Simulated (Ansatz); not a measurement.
`N#[C][Ga]([Cl])[Cl]` + CH₃SH → `C[S][Ga]([Cl])[Cl]` + `C#N`  (ligand exchange at a Ga–C bond)

Program: Ansatz. Geometries: PBE0-D4/def2-TZVP. ΔE: electronic, gas phase. CBS: MP2 limit from def2 TZ/QZ plus the TZ coupled-cluster correction, frozen cores. This one scheme is used for every species. DFT in def2-TZVPP. B3LYP here is the variant with VWN-RPA as its local correlation; programs differ in this. HSE06 is defined as in plane-wave codes. For Ga outer-core shells are correlated without core-valence functions, which leaves a few kJ/mol of doubt a bond. Scalar relativity is left out up to krypton. Each species was taken in one conformer, which may not be the lowest.

```json
{"level": "revPBE-D4", "ΔE (kJ/mol)": "-66.8", "difference from CCSD(T)/CBS": "-3.2"}
{"level": "BLYP-D4", "ΔE (kJ/mol)": "-66.6", "difference from CCSD(T)/CBS": "-3.0"}
{"level": "r2SCAN-D4", "ΔE (kJ/mol)": "-65.8", "difference from CCSD(T)/CBS": "-2.2"}
{"level": "B3LYP-D4", "ΔE (kJ/mol)": "-65.0", "difference from CCSD(T)/CBS": "-1.4"}
{"level": "r2SCANh-D4", "ΔE (kJ/mol)": "-65.4", "difference from CCSD(T)/CBS": "-1.8"}
{"level": "r2SCAN0-D4", "ΔE (kJ/mol)": "-64.6", "difference from CCSD(T)/CBS": "-1.0"}
{"level": "HSE06-D4", "ΔE (kJ/mol)": "-65.3", "difference from CCSD(T)/CBS": "-1.7"}
{"level": "BHLYP-D4", "ΔE (kJ/mol)": "-63.5", "difference from CCSD(T)/CBS": "0.1"}
{"level": "PBE", "ΔE (kJ/mol)": "-62.3", "difference from CCSD(T)/CBS": "1.3"}
{"level": "BLYP", "ΔE (kJ/mol)": "-57.1", "difference from CCSD(T)/CBS": "6.5"}
{"level": "HSE06", "ΔE (kJ/mol)": "-60.9", "difference from CCSD(T)/CBS": "2.7"}
{"level": "HF/def2-TZVPP", "ΔE (kJ/mol)": "-48.6", "difference from CCSD(T)/CBS": "15.0"}
{"level": "HF/def2-QZVPP", "ΔE (kJ/mol)": "-47.6", "difference from CCSD(T)/CBS": "16.0"}
{"level": "SCS-MP2/def2-QZVPP", "ΔE (kJ/mol)": "-58.2", "difference from CCSD(T)/CBS": "5.4"}
{"level": "HF/CBS(def2)", "ΔE (kJ/mol)": "-47.4", "difference from CCSD(T)/CBS": "16.2"}
{"level": "CCSD/CBS(def2)", "ΔE (kJ/mol)": "-61.5", "difference from CCSD(T)/CBS": "2.1"}
{"level": "CCSD(T)/CBS", "ΔE (kJ/mol)": "-63.6", "difference from CCSD(T)/CBS": "0"}
```

Largest T1 diagnostic among the species: 0.014.

The D4 term adds −8.0 kJ/mol with B3LYP and −4.4 kJ/mol with PBE0; it sums over pairs of atoms, weighted by their polarisabilities, and B3LYP, whose exchange is more repulsive, gets the larger term. Leaving LDA and LC-ωPBE aside and taking each functional with its dispersion term where it has one, the values, not all of them listed here, spread over 9.5 kJ/mol, from PBE-D4 to ωB97X-V. LDA lies −5.9 kJ/mol from PBE without D4. In def2-TZVPP, CCSD(T) changes the Hartree–Fock value by −6.8 kJ/mol (the triples alone add −2.1 kJ/mol) and MP2 by −10.8 kJ/mol.
